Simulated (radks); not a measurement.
All-electron atom: S I in [Ne] 3s2 3p4.

Method: Dirac Kohn-Sham, PBE, spin-unpolarised, spherical densities, point nucleus; open shells are shared between the two j in proportion to 2j + 1; computed with a radial shooting solver on a logarithmic mesh with Libxc functionals.

Energy parts (eV):
total: -10858.619
kinetic: 10906.570
electron-nucleus: -25896.923
Hartree: 4824.842
exchange-correlation: -693.107

Orbitals (lengths in bohr, moments of r in powers of bohr; <r^-3> diverges for s and p1/2; r(90%) holds 90 % of the orbital's charge):
orbital,occ.,eigenvalue (eV),<r>,r(90%),<r^-3>
1s1/2,2,-2405.707,0.09687,0.173,-
2s1/2,2,-211.6837,0.4789,0.751,-
2p1/2,2,-157.3215,0.4410,0.735,-
2p3/2,4,-156.0590,0.4433,0.738,80.59
3s1/2,2,-17.2555,1.694,2.58,-
3p1/2,1.33333,-7.0642,2.065,3.28,-
3p3/2,2.66667,-6.9805,2.075,3.30,5.396

The highest occupied level is 3p3/2 at -6.980 eV. The density falls to 0.001 e/bohr^3 at r = 4.08 bohr. Summed over all electrons, <r^2> = 29.43 bohr^2, which gives a Langevin (diamagnetic) susceptibility term of -23.3 x 10^-6 cm^3/mol.
